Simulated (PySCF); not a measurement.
An EPR property job and its printed output. Input:

```
{"job": {"kind": "epr", "basis": "pcH-1"}, "charge": 0, "multiplicity": 2}
O      1.961358     0.577906    -0.940664
C      0.781141    -0.048177    -0.656498
O      0.770621    -1.392268    -0.810783
C     -0.116816     0.513663     0.381080
F     -0.426765     1.805216     0.071433
F      0.460449     0.620499     1.638812
C     -1.423410    -0.299237     0.540476
F     -2.302467     0.351758     1.297349
F     -1.994920    -0.512964    -0.644790
F     -1.198389    -1.478721     1.108134
H      1.912234     1.520534    -0.738639
H      1.578161    -1.658893    -1.271936
```

Theory: PySCF 2.14.0, UKS B3LYP, pcH-1 on C F H O, non-relativistic, mean-field spin-orbit, GIAO. Geometry: GFN2-xTB, one conformer, isolated molecule. The geometry wasn't refined by DFT: couplings that depend on bond lengths, twists or pyramidal angles can differ widely from those at the functional's own minimum.

Output of the driver script. Atoms in this output count from 0.

```
UKS, coarse grid
  cycle   1  E = -764.82354285  |g| = 1.02e+00
  cycle   2  E = -764.17702842  |g| = 1.79e+00
  cycle   3  E = -765.15487107  |g| = 8.35e-02
  cycle   4  E = -765.15644472  |g| = 6.07e-02
  cycle   5  E = -765.15766048  |g| = 1.68e-02
  cycle   6  E = -765.15774582  |g| = 4.52e-03
  cycle   7  E = -765.15775477  |g| = 1.75e-03
  cycle   8  E = -765.15775646  |g| = 9.09e-04
UKS, final grid
  cycle   1  E = -765.15782304  |g| = 1.32e-03
  cycle   2  E = -765.15782215  |g| = 2.16e-03
  cycle   3  E = -765.15782357  |g| = 1.34e-04
  cycle   4  E = -765.15782358  |g| = 3.51e-05
  cycle   5  E = -765.15782358  |g| = 2.33e-05
E = -765.15782358 Eh   <S^2> = 0.7531 (exact 0.7500)
g shifts (ppm)      1          2          3
  rmc          -261       -261       -261
  gc             24         71         45
  oz_so         -47       1273       2100
  total        -284       1084       1884
hyperfine (MHz)  atom isotope    a_iso     a_fc   dipolar eigenvalues
    0   17O     -20.78     -20.78    -52.66     25.17     27.48
    1   13C     197.42     197.42    -71.30    -70.91    142.21
    2   17O     -24.55     -24.55    -58.24     27.60     30.63
    3   13C      20.08      20.08     -6.36     -5.99     12.36
    4   19F      95.53      95.53    -34.07    -33.03     67.10
    5   19F     256.72     256.72   -105.69    -97.81    203.50
    6   13C      -3.33      -3.33     -1.21     -0.66      1.87
    7   19F      -1.59      -1.59     -1.71     -0.24      1.94
    8   19F      26.53      26.53     -9.96     -8.71     18.67
    9   19F       3.40       3.40     -5.65     -4.16      9.81
   10    1H     -10.16     -10.16    -11.09     -8.08     19.17
   11    1H     -11.22     -11.22    -11.99     -7.95     19.94
```

|g| in the SCF lines is the orbital gradient. In the g block, columns 1 to 3 are the principal axes in rising order; rmc is the relativistic mass correction, gc the gauge correction and oz_so the orbital-Zeeman/spin–orbit term. a_fc is the Fermi-contact part of a_iso, here all of it, since this run has no spin–orbit term in the hyperfine coupling.

**Question.** What does the output say about convergence, stability and spin contamination?

**Answer.** The SCF converged after 13 cycles in all, 8 of them on the coarse grid; no stability test was run. ⟨S²⟩ = 0.7531 against the exact 0.7500, so spin contamination is small.

**Question.** What are the principal g values and g_iso?

**Answer.** Adding the total shifts to 2.002319 gives 2.00204, 2.00340, 2.00420; their mean shift is 895 ppm, so g_iso = 2.00321.

**Question.** Which couplings shape the isotropic spectrum at natural abundance (0.05 mT or more)? Keep the log's numbering.

**Answer.** atoms 4, 5 (19F, I = 1/2): mean 176.1 MHz = 6.28 mT in magnitude, a 1:2:1 triplet; atoms 10, 11 (1H, I = 1/2): mean -10.7 MHz = 0.38 mT in magnitude, a 1:2:1 triplet; atoms 7, 8, 9 (19F, I = 1/2): mean 9.4 MHz = 0.34 mT in magnitude, a 1:3:3:1 quartet. Together 36 lines to first order. Means are taken over nuclei equivalent by connectivity, which assumes that they swap fast. The three 19F nuclei of mean +9.4 MHz run from -1.6 to 26.5 MHz in the frozen geometry. The 19F value of +176.1 MHz is a mean of couplings from 95.5 to 256.7 MHz in this one geometry, not an average over conformers.

**Question.** What are the principal values of the full tensor of atom 1 (13C)?

**Answer.** a_iso plus each dipolar eigenvalue: 126.11, 126.51, 339.63 MHz.

The species is `O[C](O)C(F)(F)C(F)(F)F` [radical]. The run used 270 basis functions and 5 iterations of the response equations.

Conformer computed: `[OH:1][C:2]([OH:3])[C:4]([F:5])([F:6])[C:7]([F:8])([F:9])[F:10]`: O1–C2–C4–F5 56°, C2–C4–C7–F8 -169°, H–O1–C2–O3 -175°, H–O3–C2–O1 -11°.
Labels such as C1 count atoms from 1, the log's own numbers from 0.
